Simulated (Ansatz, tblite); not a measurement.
Isomers of Cu$_{2}$Te⁻ (doublet), found by a short tight-binding search and relaxed with PBE0-D4/def2-TZVPD in Ansatz.

In the def2 sets Te takes a core potential; there is no spin–orbit coupling. The xTB rows come from tblite. Correlated methods freeze 22 core orbitals; core or outer-core shells of Te are correlated, in sets that lack core-valence functions.

Run but left out: MP2/def2-SVPD (A: ⟨S²⟩ 0.93, where a pure state has 0.75).

A: At CCSD(T)/def2-SVPD the charge -1 doublet is spin-contaminated (final ⟨S²⟩ up to 0.93, 0.75 for a pure state). At PBE-D4/def2-TZVPD the gap within one spin of the charge -1 doublet nearly closes, so an electron or hole may be smeared out by delocalisation error. B: At PBE-D4/def2-TZVPD, r2SCAN-D4/def2-TZVPD, PBE0-D4/def2-TZVPD the highest occupied level of the charge -1 doublet lies above zero (up to 0.60 eV). By energy differences its removal costs 1.50 eV (vertical, to the charge 0 singlet, at PBE-D4/def2-TZVPD); a positive level beside a positive removal energy at the same level points to self-interaction error.

Other spin states were run for one of them alone.

A:

```xyz
3

Cu    0.003   -0.030   -0.009
Cu    0.252   -2.277   -0.710
Te   -0.256    2.307    0.719
```

B:

Cartesian coordinates in Å:
```
Cu -1.307 -0.069 -0.527
Cu 0.486 -1.107 0.728
Te 0.821 1.176 -0.200
```

Task: Estimate their order by electronic energy at B2PLYP/def2-TZVPD, counted from the lowest.

Result: B (0.00) < A (0.34), in eV.

Task: Do the other levels pick the same lowest one?

Result: Not GFN2-xTB. Energies above each level's lowest (eV):

```json
{"level": "GFN1-xTB", "A": "0.13", "B": "0.00"}
{"level": "GFN2-xTB", "A": "0.00", "B": "2.03"}
{"level": "HF/def2-SVPD", "A": "0.37", "B": "0.00"}
{"level": "PBE-D4/def2-TZVPD", "A": "0.30", "B": "0.00"}
{"level": "r2SCAN-D4/def2-TZVPD", "A": "0.37", "B": "0.00"}
{"level": "PBE0-D4/def2-TZVPD", "A": "0.43", "B": "0.00"}
{"level": "ωB97X-V/def2-TZVPD", "A": "0.31", "B": "0.00"}
{"level": "B2PLYP/def2-TZVPD", "A": "0.34", "B": "0.00"}
{"level": "CCSD/def2-SVPD", "A": "0.56", "B": "0.00"}
{"level": "CCSD(T)/def2-SVPD", "A": "0.61", "B": "0.00"}
```
Point groups (tolerance 0.1 Å): A C∞v, B C2v. Lower isomers may exist.
